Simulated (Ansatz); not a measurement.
Question: Name a neutral molecule of C, F and H with HOMO energy (ωB97M-V/def2-TZVPP) between -12.10 and -11.80 eV and HOMO–LUMO gap (ωB97M-V/def2-TZVPP) between 14.50 and 14.80 eV (Ansatz, PBE0-D4/def2-TZVP geometry).

Answer: `CC(F)C(F)F` (-11.87 eV, 14.68 eV); `CC(F)(F)CF` (-11.91 eV, 14.61 eV); `FCC(F)(CF)CF` (-11.92 eV, 14.68 eV); `CC(F)(F)C(F)CF` (-11.97 eV, 14.52 eV). Other molecules can fit too; these were computed, each in one conformer that needn't be the lowest.
